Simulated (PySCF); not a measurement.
Input for PySCF: R-B3LYP/3-21G on CH7FOSi (a complex), monomers drawn apart or pushed together.

```python
from pyscf import gto, scf, dft, mp
from pyscf.data.elements import chemcore

mol = gto.M(
    atom='''
    C    -0.52593716   -0.43798256   -0.35759082
    F     0.62569914    0.27791366    0.00515469
    H    -1.39619282    0.16936340   -0.11413249
    H    -0.47573475   -0.63352339   -1.42742892
    H    -0.54005836   -1.36946935    0.20638247
    O     0.01754897    0.87093460    2.52060678
    Si    0.37380017   -0.40857701    3.49363578
    H     0.38198127    0.86534280    1.62652327
    H    -0.03670046   -1.69533142    2.87051383
    H    -0.38363957   -0.20773002    4.74579672
    H     1.82376995   -0.49926783    3.79728258
    ''',
    basis='3-21g',
    charge=0, spin=0, verbose=3, max_memory=1800)
mf = dft.RKS(mol, xc='b3lyp')
mf.conv_tol = 1e-8
mf.max_cycle = 100
mf.kernel()
if not mf.converged:
    mf = mf.newton().run(mf.mo_coeff, mf.mo_occ)
```

Program output:

```
converged SCF energy = -504.173903502694
```

The run converged.

Cost: very roughly 6 core-seconds.
